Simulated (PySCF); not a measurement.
Two structures of CH₉GeN, closed shell, reached by relaxing down either side of one saddle point (PBE0-D4/def2-TZVP). Energies are electronic, without zero-point energy. Computed with PySCF 2.14 with density fitting (its default auxiliary sets; JK sets also for MP2 and CCSD(T)) (basis: def2-TZVPP and def2-QZVPP); correlated methods freeze the cores. Filled d shells of the heavier atoms are correlated. The def2 sets are not built for correlating such inner shells, so the correlated values are less sure here. Extrapolation: Hartree–Fock as exp(−7.88 √X), correlation as X^−2.97. First:

Ge1  (-1.359, -0.486, 0.257)
H2  (-0.828, -1.547, -0.725)
H3  (-2.663, -1.034, 0.875)
H4  (-1.722, 0.780, -0.543)
C5  (-0.052, -0.092, 1.646)
H6  (1.719, -0.307, -1.889)
N7  (1.431, 0.591, -1.519)
H8  (-0.444, 0.659, 2.334)
H9  (0.187, -0.993, 2.212)
H10  (0.849, 0.288, 1.165)
H11  (0.699, 0.940, -2.126)
H12  (2.219, 1.220, -1.610)
(Å)

Second:

Ge1  (-0.736, 0.794, -0.010)
H2  (0.501, -2.992, -0.868)
H3  (-2.055, 0.028, -0.226)
H4  (-1.055, 2.309, 0.073)
C5  (0.190, 0.222, 1.602)
H6  (0.533, -2.265, -1.047)
N7  (0.343, 0.349, -1.444)
H8  (-0.418, 0.419, 2.486)
H9  (0.401, -0.846, 1.546)
H10  (1.134, 0.761, 1.707)
H11  (-0.101, 0.476, -2.344)
H12  (1.224, 0.846, -1.460)
(Å)

(1) Which bonds change from the first to the second?

(2) Give the saddle point's structure and its height above each. (An estimate is asked for; the value comes from the calculation.)

No T1 diagnostic of these runs exceeds 0.012.

## Answers

(1) CH₆Ge ([CH3][GeH3]) + NH₃ → CH₇GeN ([CH3][GeH2][NH2]) + H₂; bonds formed: Ge1–N7, H2–H6; bonds broken: Ge1–H2, H6–N7.

(2) The calculation gives: 2.363 eV above the first and 2.110 eV above the second (CCSD(T) at an estimated basis limit (MP2 extrapolated from triple and quadruple zeta, plus CCSD(T) − MP2 in triple zeta)).
Ge1  (-0.724, 0.099, 0.006)
H2  (0.293, -1.605, -0.604)
H3  (-1.981, -0.710, -0.335)
H4  (-1.219, 1.595, 0.020)
C5  (0.190, -0.134, 1.710)
H6  (0.633, -0.751, -1.384)
N7  (0.455, 0.385, -1.592)
H8  (-0.282, 0.481, 2.479)
H9  (0.179, -1.185, 1.993)
H10  (1.230, 0.179, 1.601)
H11  (-0.018, 0.643, -2.453)
H12  (1.246, 1.004, -1.441)
(Å)

Labels in which every atom is bracketed show which atoms are joined, not bond orders.

For scale, one of the runs: CCSD(T)/def2-TZVPP, 236 basis functions, launched by `OMP_NUM_THREADS=4 python run.py`. Time: 29 min of wall clock on 4 CPU threads of an Intel Xeon; the host was shared. Peak host memory: 5.1 GiB.
